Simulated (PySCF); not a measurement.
Isomers of C5H7O2 (doublet state). Method: PBE0-D3(BJ)/def2-SVP geometry optimisation, gas phase in PySCF 2.14.0. One conformer each; no zero-point energy, no entropy. No frequencies were run at this level. Point groups hold within 0.08 Å. The open-shell SCF solutions weren't tested for stability.

Question: Rank from lowest to highest electronic energy at this level (kcal/mol).
A. `[CH3:1][C:2](=[O:3])[CH:4][C:5]([CH3:6])=[O:7]` (doublet state) with C1–C2–C4–C5 -179°, C2–C4–C5–C6 0°
B. `[CH2:1][C:2](=[O:3])[CH2:4][C:5]([CH3:6])=[O:7]` (doublet state) with C1–C2–C4–C5 90°, C2–C4–C5–C6 82°

Answer: A (0.0), B (5.8).

Both arise from one parent by loss of a hydrogen atom (CC(=O)[CH]C(C)=O: H removed from sp3 C; [CH2]C(=O)CC(C)=O: H removed from sp3 C), so the differences are those of the electronic X–H dissociation energies at this level.

```csv
SMILES,E (Eh),E rel (kcal/mol),dipole (D),point group,"A, B, C (MHz)",⟨S²⟩
CC(=O)[CH]C(C)=O,-344.50651,0.0,2.33,near Cs,"5383, 1710, 1319",0.776
[CH2]C(=O)CC(C)=O,-344.49722,5.8,1.23,–,"4279, 2012, 1588",0.769
```

How do the relative energies change in single points at B3LYP/IGLO-III on C O, pcH-1 on H (no added dispersion term) on the same geometries?

```
           SMILES  PBE0-D3(BJ)/def2-SVP (kcal/mol)  B3LYP/IGLO-III on C O, pcH-1 on H (kcal/mol)  shift
 CC(=O)[CH]C(C)=O                              0.0                                           0.0    0.0
[CH2]C(=O)CC(C)=O                              5.8                                           5.5   -0.3
```

Each column counts from its own lowest isomer. The order is unchanged; the largest shift is 0.3 kcal/mol.
